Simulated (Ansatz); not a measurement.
`CN(C)c1ccc(/C=C/c2ccc(/C=C/c3ccc(/C=C/c4ccc(/C=C/c5ccc(/C=C/c6ccc(/C=C/C#N)cc6)cc5)cc4)cc3)cc2)cc1`, relaxed as a singlet with RKS PBE-D4/def2-SVP in Ansatz, starting from the GFN2-xTB geometry. Force threshold 0.03 eV/Å.

Single mean-field runs in def2-SVP are fitted with def2-universal-jkfit.

Start:

```xyz
95

C   -12.790   -3.253  -14.267
N   -13.028   -3.369  -12.849
C   -14.387   -3.526  -12.396
C   -12.036   -3.042  -11.959
C   -12.284   -2.945  -10.580
C   -11.283   -2.628   -9.692
C    -9.971   -2.388  -10.115
C    -8.884   -2.045   -9.229
C    -8.970   -1.798   -7.910
C    -7.878   -1.471   -7.023
C    -6.546   -1.345   -7.438
C    -5.539   -1.071   -6.542
C    -5.803   -0.910   -5.176
C    -4.779   -0.688   -4.181
C    -3.460   -0.562   -4.407
C    -2.421   -0.417   -3.414
C    -2.646   -0.481   -2.034
C    -1.610   -0.379   -1.134
C    -0.288   -0.210   -1.563
C     0.844   -0.105   -0.670
C     0.824   -0.187    0.672
C     1.955   -0.028    1.558
C     1.739   -0.048    2.942
C     2.762    0.163    3.837
C     4.068    0.404    3.394
C     5.176    0.684    4.278
C     5.110    0.867    5.608
C     6.211    1.195    6.484
C     7.537    1.318    6.055
C     8.536    1.659    6.936
C     8.274    1.886    8.293
C     9.371    2.234    9.167
C     9.314    2.351   10.505
C    10.407    2.683   11.390
C    11.702    2.987   10.951
C    12.706    3.285   11.842
C    12.469    3.298   13.223
C    13.486    3.606   14.202
C    14.749    3.993   13.953
C    15.650    4.278   14.988
N    16.395    4.518   15.829
C    11.175    2.997   13.664
C    10.172    2.702   12.771
C     6.948    1.761    8.724
C     5.948    1.425    7.841
C     4.291    0.388    2.011
C     3.267    0.180    1.116
C    -0.065   -0.131   -2.943
C    -1.100   -0.234   -3.842
C    -7.138   -1.012   -4.764
C    -8.144   -1.283   -5.661
C    -9.726   -2.499  -11.488
C   -10.719   -2.812  -12.386
H   -12.044   -3.982  -14.595
H   -13.712   -3.449  -14.808
H   -12.442   -2.251  -14.537
H   -15.009   -3.855  -13.225
H   -14.804   -2.591  -12.003
H   -14.443   -4.289  -11.616
H   -13.276   -3.115  -10.193
H   -11.529   -2.567   -8.642
H    -7.920   -1.980   -9.717
H    -9.937   -1.849   -7.426
H    -6.294   -1.471   -8.480
H    -4.525   -0.992   -6.904
H    -5.151   -0.642   -3.165
H    -3.099   -0.579   -5.427
H    -3.649   -0.620   -1.661
H    -1.829   -0.432   -0.078
H     1.788    0.061   -1.173
H    -0.118   -0.357    1.177
H     0.739   -0.224    3.313
H     2.547    0.144    4.894
H     6.131    0.778    3.777
H     4.152    0.795    6.106
H     7.788    1.146    5.020
H     9.552    1.751    6.577
H    10.312    2.393    8.657
H     8.374    2.168   11.009
H    11.923    2.991    9.895
H    13.692    3.506   11.465
H    13.176    3.517   15.237
H    15.143    4.115   12.953
H    10.963    3.003   14.724
H     9.181    2.476   13.139
H     6.695    1.940    9.758
H     4.931    1.342    8.199
H     5.292    0.560    1.641
H     3.487    0.181    0.059
H     0.944    0.011   -3.305
H    -0.894   -0.172   -4.901
H    -7.376   -0.882   -3.717
H    -9.164   -1.363   -5.309
H    -8.724   -2.328  -11.857
H   -10.463   -2.884  -13.431
```

Task: Estimate the energy that the relaxation releases and the steps that it takes.

Result: 0.84 eV, in 15 steps; 1.8 min on 4 threads of AMD EPYC 7R13 on a shared host and a share (37 GiB) of an NVIDIA H100 80GB HBM3. The force fell under the threshold at step 10, but the optimiser went on and released 0.003 eV more. No frequencies were taken in this run, so the end may be a saddle point.

Task: Does the start keep its bonding?

Result: By distances, no bond broke or formed. The bond that changes most is C40–N41, from 1.15 to 1.18 Å (atoms count from 1).

Task: Predict the relaxed structure.

Result: 
Cartesian coordinates in Å:
```
C -12.976 -3.285 -14.448
N -13.271 -3.170 -13.034
C -14.632 -3.327 -12.565
C -12.253 -2.911 -12.137
C -12.507 -2.801 -10.737
C -11.479 -2.544 -9.836
C -10.134 -2.377 -10.255
C -9.027 -2.112 -9.349
C -9.077 -1.997 -7.989
C -7.960 -1.742 -7.092
C -6.621 -1.543 -7.533
C -5.585 -1.315 -6.635
C -5.813 -1.268 -5.232
C -4.764 -1.044 -4.251
C -3.432 -0.857 -4.493
C -2.386 -0.643 -3.504
C -2.624 -0.595 -2.102
C -1.590 -0.392 -1.196
C -0.245 -0.221 -1.628
C 0.872 -0.005 -0.722
C 0.826 0.058 0.643
C 1.945 0.281 1.546
C 1.709 0.315 2.947
C 2.736 0.533 3.861
C 4.073 0.732 3.427
C 5.187 0.977 4.330
C 5.142 1.051 5.693
C 6.257 1.318 6.590
C 7.589 1.537 6.151
C 8.610 1.805 7.058
C 8.372 1.872 8.457
C 9.479 2.177 9.351
C 9.428 2.308 10.709
C 10.538 2.634 11.594
C 11.869 2.845 11.140
C 12.893 3.169 12.023
C 12.650 3.302 13.417
C 13.683 3.648 14.381
C 14.998 3.910 14.118
C 15.935 4.243 15.133
N 16.726 4.522 15.959
C 11.326 3.084 13.873
C 10.300 2.760 12.986
C 7.042 1.643 8.898
C 6.021 1.375 7.991
C 4.310 0.693 2.027
C 3.283 0.475 1.113
C -0.008 -0.267 -3.026
C -1.045 -0.472 -3.935
C -7.148 -1.460 -4.792
C -8.187 -1.689 -5.692
C -9.891 -2.485 -11.647
C -10.907 -2.742 -12.567
H -12.253 -4.105 -14.660
H -13.907 -3.506 -15.002
H -12.547 -2.346 -14.867
H -15.298 -3.517 -13.426
H -15.005 -2.417 -12.043
H -14.739 -4.183 -11.859
H -13.527 -2.922 -10.350
H -11.730 -2.467 -8.767
H -8.048 -2.003 -9.847
H -10.052 -2.115 -7.485
H -6.395 -1.569 -8.609
H -4.568 -1.166 -7.027
H -5.112 -1.034 -3.204
H -3.080 -0.871 -5.539
H -3.647 -0.722 -1.719
H -1.824 -0.362 -0.121
H 1.849 0.118 -1.220
H -0.150 -0.067 1.142
H 0.681 0.166 3.313
H 2.499 0.553 4.935
H 6.160 1.121 3.828
H 4.171 0.908 6.197
H 7.825 1.499 5.077
H 9.633 1.975 6.687
H 10.449 2.321 8.844
H 8.460 2.169 11.218
H 12.102 2.753 10.069
H 13.907 3.323 11.626
H 13.353 3.706 15.433
H 15.395 3.872 13.089
H 11.110 3.178 14.948
H 9.280 2.601 13.369
H 6.806 1.679 9.972
H 4.998 1.204 8.363
H 5.338 0.844 1.660
H 3.519 0.457 0.039
H 1.022 -0.137 -3.395
H -0.825 -0.503 -5.014
H -7.361 -1.428 -3.711
H -9.211 -1.836 -5.315
H -8.861 -2.358 -12.017
H -10.649 -2.814 -13.631
```
Bond lengths: 54 × C–C 1.37 to 1.46 Å; 4 × C–N 1.18 to 1.45 Å; 42 × C–H 1.10 to 1.11 Å.
